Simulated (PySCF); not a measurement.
**Worked example: oscillator strength and radiative lifetime**

Ge(H)2(F)(OH) (FGeH3O), SMILES [GeH2]([OH])[F].

Coordinates come from a B3LYP-D3(BJ)/def2-TZVP optimisation. One conformer was computed; it need not be the lowest.

TDDFT-LC-ωPBE/def2-SVPD in PySCF puts the first singlet state with f over 0.02 at 8.10 eV (vertical), with the transition dipole (-0.129, -0.365, 0.115) in atomic units.

Task: Find the oscillator strength, the wavelength and the radiative lifetime that this transition would have in vacuum if emission retraced absorption.

Result: 
|μ|² = 0.1631 au, so |μ| = 1.03 D. ΔE = 8.10/27.211 = 0.2977 hartree. f = (2/3) ΔE |μ|² = 0.032 (the program prints 0.032).
λ = 1239.84/8.10 = 153 nm; ν = 65331 cm⁻¹.
Einstein's coefficient A = 0.6670 ν² f s⁻¹ (ν in cm⁻¹) = 9.2e7 s⁻¹, so τ = 1/A = 11 ns. This state is S1. The figure is the radiative limit of this one transition; relaxation, internal conversion, crossing to triplets and a medium change what is measured.
